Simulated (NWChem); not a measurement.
A series in which one site is exchanged, each optimised at PBE0/def2-SVP with NWChem, gas phase unless a solvent is named. For some, no frequency run checked for a minimum. def2 effective core potentials on I; no spin-orbit coupling.

A: F[SiH2]F (SiH$_{2}$F$_{2}$; site = F)
B: F[SiH2]I (SiH2IF; site = I)
C: F[SiH3] (SiH$_{3}$F; site = H)
D: Cl[SiH2]F (SiH₂ClF; site = Cl)

Values for A:

dipole (D), PBE0/def2-SVP: 1.62
orbital gap (eV), PBE0/def2-SVP: 10.67
static polarisability, PBE/def2-SVPD (bohr³): 27.8
lowest singlet excitation, PBE/def2-SVPD, TDA (eV): 7.92

### Question
How do these values change for the other members?

### Answer
```csv
change from A,B,C,D
"dipole (D), PBE0/def2-SVP",-0.20,-0.20,-0.12
"orbital gap (eV), PBE0/def2-SVP",-3.19,-0.59,-1.04
"static polarisability, PBE/def2-SVPD (bohr³)",+36.3,+2.1,+13.9
"lowest singlet excitation, PBE/def2-SVPD, TDA (eV)",-2.50,-0.46,-0.85
```
